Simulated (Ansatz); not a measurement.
Ansatz (a first-principles code) input (CCSD(T)/STO-3G):

Ansatz 0.2 input:
```yaml
crystal:
  periodic: [false, false, false]
  atoms:
    - {symbol: N, position_ang: [-1.70443359, -0.33046472, 0.12650692]}
    - {symbol: Al, position_ang: [0.02163860, 0.00452496, -0.00158888]}
    - {symbol: O, position_ang: [1.06816086, -1.32042520, -0.15892934]}
    - {symbol: O, position_ang: [0.67970880, 1.57056193, 0.02457093]}
    - {symbol: H, position_ang: [-2.09460996, -1.25916895, 0.11098685]}
    - {symbol: H, position_ang: [-2.43302036, 0.35682395, 0.22378646]}
    - {symbol: H, position_ang: [2.01785959, -1.22424171, -0.23400397]}
    - {symbol: H, position_ang: [0.17654673, 2.37992135, 0.10920499]}
basis:
  gaussian:
    orbitals: STO-3G
magnetization: {spin_polarized: false}
correlation: {method: ccsd_t, electrons: outside_noble_gas}
```

Output:

```
Functional definition: HF
integrals: 0.00 GiB planned
360 factors; integrals over basis functions are off by at most 8.5e-5 eV
0.07 GiB of device memory are held for the factors and their scratch space
mean field: 0.08 GiB planned
mean field evaluation 1: about -12047.3188 eV, gradient 3.2e1 eV
mean field evaluation 2: about -12047.3784 eV, gradient 3.2e1 eV
mean field evaluation 4: about -12050.6833 eV, gradient 1.0e0 eV
mean field evaluation 8: about -12050.6864 eV, gradient 7.6e-6 eV
mean field evaluation 16: about -12050.6862 eV, gradient 2.1e-1 eV
mean field -12050.68639394 eV, -442.8545567287 hartree, gradient 8.2e-7 eV, S^2 0.000000; 0 other end points of the search recorded, 0 dependent functions left out
8 core orbitals not correlated
reference -12050.68639394 eV, -442.8545567287 hartree; 12, 12 occupied and 8, 8 virtual orbitals, 360 factors
second order -3.62716759 eV of doubles, -0.00000000 eV of singles
coupled cluster: 0.09 GiB planned
cycle   1  -4.16948278 eV  change   -5.4e-1 eV  update   8.8e-2
cycle   2  -4.47620559 eV  change   -3.1e-1 eV  update   2.8e-2
cycle   3  -4.54779466 eV  change   -7.2e-2 eV  update   1.3e-2
cycle   4  -4.54851367 eV  change   -7.2e-4 eV  update   2.9e-3
cycle   5  -4.54699900 eV  change    1.5e-3 eV  update   8.5e-4
cycle   6  -4.54684741 eV  change    1.5e-4 eV  update   2.5e-4
cycle   7  -4.54681547 eV  change    3.2e-5 eV  update   8.0e-5
cycle   8  -4.54680867 eV  change    6.8e-6 eV  update   3.2e-5
cycle   9  -4.54682365 eV  change   -1.5e-5 eV  update   8.4e-6
perturbative correction -0.12899888 eV, -0.0047406212 hartree
Total energy: -12055.36221647 eV, -443.0263900372 hartree
```
